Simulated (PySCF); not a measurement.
Ga(Me)2(NH2) (C2H8GaN), SMILES [NH2][Ga]([CH3])[CH3].

Coordinates come from a B3LYP-D3(BJ)/def2-SVP optimisation. The isomer is the one that the SMILES or the coordinates give; other isomers of the formula were not compared. Other conformers were not sampled.

Computed with B3LYP-D3(BJ)/def2-SVP in PySCF 2.14.0.

Frequencies are harmonic and unscaled.

List the normal modes with their intensities. (An estimate is asked for; the answer gives what the named calculation found.)


```tsv
mode	ν (cm⁻¹)	IR (km/mol)	Raman (Å⁴/amu)	depolarisation	moving atoms (share of kinetic energy)
1	51	0.0	0.1	0.75	H 99 %
2	64	0.2	0.2	0.75	H 94 %
3	141	2.2	2.1	0.63	C 50 %, H 33 %, Ga 15 %
4	148	6.6	0.3	0.75	Ga 36 %, H 24 %, C 24 %, N 17 %
5	167	3.0	2.6	0.75	N 36 %, H 32 %, C 18 %, Ga 14 %
6	327	171.9	0.0	–	H 84 %, N 16 %
7	421	0.0	0.0	–	H 100 %
8	531	4.4	30.7	0.13	C 73 %, H 20 %
9	580	34.1	3.8	0.75	C 58 %, Ga 23 %, H 19 %
10	637	2.4	0.2	0.75	H 86 %
11	674	0.0	0.0	–	H 85 %, C 15 %
12	692	57.9	12.3	0.30	N 67 %, Ga 19 %, H 13 %
13	722	29.5	0.3	0.75	H 78 %, C 19 %
14	746	105.6	1.1	0.75	H 75 %, N 11 %, C 10 %
15	770	63.1	2.4	0.50	H 76 %, C 21 %
16	1220	9.2	0.1	0.67	H 80 %, C 20 %
17	1221	5.5	3.6	0.13	H 82 %, C 18 %
18	1430	0.0	18.9	0.75	H 95 %
19	1432	0.0	2.0	0.75	H 95 %
20	1435	1.7	22.7	0.75	H 96 %
21	1439	4.2	0.8	0.75	H 96 %
22	1522	24.9	7.2	0.61	H 89 %, N 10 %
23	3026	15.1	3.3	0.01	H 97 %
24	3027	3.3	268.1	0.00	H 97 %
25	3111	1.5	39.0	0.75	H 91 %, C 9 %
26	3112	17.2	132.6	0.75	H 91 %, C 9 %
27	3128	10.3	96.9	0.74	H 91 %, C 9 %
28	3128	13.2	101.2	0.73	H 91 %, C 9 %
29	3568	11.1	197.7	0.12	H 96 %
30	3668	12.4	114.4	0.75	H 91 %, N 9 %
```
